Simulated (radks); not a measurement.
Results of a calculation; reference values are marked as such.
Q: Species: Al+. Configuration: [Ne] 3s2. Level of theory: scalar-relativistic Kohn-Sham, PBE, spin-polarised, spherical densities, finite nucleus; Fermi nuclear charge, rms radius 3.061 fm (a radial shooting solver on a logarithmic mesh with Libxc functionals). Some entries of the table are withheld. Estimate them.

orbital,occ.,eigenvalue (eV),<1/r> (bohr^-1),r(max) (bohr)
1s,2,-1519.632,(1),(2)
2s,2,-116.5025,2.340,(3)
2p,6,(4),2.210,(5)
3s,2,(6),0.5654,2.015

A: 
(1) 1s <1/r> (bohr^-1): 12.63
(2) 1s r(max) (bohr): 0.07836
(3) 2s r(max) (bohr): 0.4964
(4) 2p eigenvalue (eV): -77.9919
(5) 2p r(max) (bohr): 0.4284
(6) 3s eigenvalue (eV): -14.8105
